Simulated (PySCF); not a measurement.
H6NSi2, SMILES [N]([SiH3])[SiH3] (connectivity only; charge and spin as stated), charge -1, multiplicity 1. Atoms are numbered in the order given.

```xyz
9

Si     1.5700     0.0000     0.0653
N      0.0000     0.0000    -0.4866
Si    -1.5700     0.0000     0.0653
H      2.5951     0.0000    -1.0520
H      2.0087     1.1844     0.9202
H      2.0087    -1.1844     0.9202
H     -2.0087    -1.1844     0.9202
H     -2.5951     0.0000    -1.0520
H     -2.0087     1.1844     0.9202
```
Charge -1, spin multiplicity 1.

Coordinates come from a B3LYP-D3(BJ)/def2-SVPD optimisation. The multiplicity is an assumed one; other spin states were not compared. The isomer is the one that the SMILES or the coordinates give; other isomers of the formula were not compared.

Computed with HF/pcSseg-1 in PySCF.

GIAO shieldings, no solvent; atoms alike by connectivity are averaged. δ = σ(ref) − σ: ²⁹Si against TMS (σ = 393.8 ppm); ¹⁵N against NH3 (σ = 267.3 ppm); ¹H against TMS (σ = 31.99 ppm), references at their B3LYP-D3(BJ)/def2-TZVP geometries, non-relativistic.

Task: Estimate the chemical shifts. (The exact figures need the calculation; the answer reports its results.)

Result: 
| nucleus | atoms | count | δ (ppm) |
|---|---|---|---|
| ²⁹Si | Si1, Si3 | 2 | -82.3 |
| ¹⁵N | N2 | 1 | -8.9 |
| ¹H | H4, H5, H6, H7, H8, H9 | 6 | 4.65 |
